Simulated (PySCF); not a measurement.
Ga(Me)(SeH)2 (CH5GaSe2), SMILES [SeH][Ga]([CH3])[SeH]. Atoms are numbered in the order given.

```xyz
9

Ga     0.6226     0.0002     0.0000
C      2.5774    -0.0112     0.0000
H      2.9514    -0.5417     0.8899
H      2.9514    -0.5417    -0.8899
H      2.9867     1.0097     0.0000
Se    -0.6613    -1.9235     0.0000
H      0.5085    -2.8086     0.0000
Se    -0.5823     1.9721     0.0000
H     -1.8800     1.2902     0.0000
```
Charge 0, spin multiplicity 1.

Coordinates come from a ωB97X-D3(BJ)/def2-SVP optimisation. The values are those of a single conformer.

Level of theory: PBE/def2-TZVP in PySCF.

Symmetry labels are those of the subgroup Cs that the program uses (full group Cs).

Problem. List the valence orbital energies around the gap with their symmetry. (An estimate is asked for; the answer gives what the named calculation found.)

Solution. 
```tsv
orbital	symmetry	energy (eV)
HOMO−7	A'	-10.08
HOMO−6	A"	-9.99
HOMO−5	A'	-9.75
HOMO−4	A'	-9.01
HOMO−3	A'	-7.18
HOMO−2	A'	-7.03
HOMO−1	A"	-6.46
HOMO	A"	-5.88
LUMO	A"	-1.58
LUMO+1	A'	-1.22
LUMO+2	A'	-0.96
LUMO+3	A'	-0.35
```
